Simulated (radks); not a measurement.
The nuclear charge of the lithium ion Li2+ is varied continuously with 1 electrons held in 1s1. All-electron calculation, scalar-relativistic Kohn-Sham, r2SCAN, spin-polarised, spherical densities, finite nucleus; open shells are filled with parallel spins first; meta-GGA in the generalised Kohn-Sham scheme; Fermi nuclear charge, rms radius 2.444 fm. Program: a radial shooting solver on a logarithmic mesh with Libxc functionals. By the Hellmann-Feynman theorem dE/dZ = E(electron-nucleus)/Z, the electronic potential at the nucleus (averaged over a nucleus of fixed radius). The scalar-relativistic energy here is not variational (the density holds large components alone), so the two differ by a part that grows with Z.

\begin{tabular}{lrrrrr}
Z & E (hartree) & E(electron-nucleus)/Z (hartree) & HOMO & e(HOMO) (eV) & <r> HOMO (bohr) \\ \hline
2.6 & -3.38048 & -2.60048 & 1s & -77.394 & 0.5792 \\
2.8 & -3.92058 & -2.80060 & 1s & -90.965 & 0.5377 \\
3 & -4.50072 & -3.00073 & 1s & -105.63 & 0.5017 \\
3.2 & -5.12088 & -3.20089 & 1s & -121.37 & 0.4702 \\
3.4 & -5.78107 & -3.40107 & 1s & -138.21 & 0.4424 \\
3.6 & -6.48131 & -3.60127 & 1s & -156.14 & 0.4178 \\
3.8 & -7.22158 & -3.80149 & 1s & -175.16 & 0.3957 \\
4 & -8.00191 & -4.00173 & 1s & -195.27 & 0.3759 \\
\end{tabular}

The central difference of E at Z = 3 is -3.001 hartree, to compare with the third column; the second derivative is -1 hartree.
